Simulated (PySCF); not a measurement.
**Two-component Hartree-Fock for Dy⁴⁶⁺ (dysprosium, charge +46)**

Start: [Ar] 3d2; 3d3/2 filled at m_j = +1/2, +3/2. Calculated with PySCF 2.14 in an uncontracted even-tempered set (16 s from 11 bohr⁻², ratio 2.8; 12 p from 15 bohr⁻², ratio 2.8; 8 d from 15 bohr⁻², ratio 2.8; 3 f from 45 bohr⁻², ratio 3): generalised Hartree-Fock with the X2C-1e Hamiltonian and a Gaussian nucleus; one run each with spin-orbit coupling (SO) switched off, then screened by Boettger's factors.

```
spinor shell  electrons  ε, spin-free (eV)  ε, screened SO (eV)  weight of nominal j (screened SO)  rms radius, screened SO (bohr)
       1s1/2          2           -56902.5             -56889.3                              1.000                          0.0240
       2s1/2          2           -11885.0             -11879.8                              1.000                          0.0962
       2p1/2          2           -10865.9             -11443.8                              1.000                          0.0822
       2p3/2          4           -10865.9             -10617.2                              1.000                          0.0884
       3s1/2          2            -4465.1              -4463.5                              1.000                           0.237
       3p1/2          2            -4141.8              -4290.4                              0.999                           0.227
       3p3/2          4            -4141.8              -4076.7                              1.000                           0.239
       3d3/2          2            -3833.7              -3856.3                              0.997                           0.205
```

| quantity | spin-free | screened SO |
| --- | --- | --- |
| E (hartree) | -10295.94801 | -10306.51206 |
| M_J | 2 | 2 |
| ⟨J²⟩ | 8.000 | 6.020 |
| ⟨L²⟩ | 12.000 | 10.221 |
| ⟨S²⟩ | 2.000 | 1.537 |

Each row is a mean over spinors that exchange with the open shell spreads, by up to 28.759 eV (3p1/2).

Breit and QED terms are absent; they matter most for the inner s and p1/2 levels.

Densities and radii are taken from the X2C orbitals without a picture-change correction, which distorts them close to the nucleus.

Without spin-orbit coupling the j labels of p, d and f shells carry no meaning; the spin-free column gives the mean over the occupied spinors of each nl shell, and its ⟨J²⟩ belongs to a mixture of degenerate components.
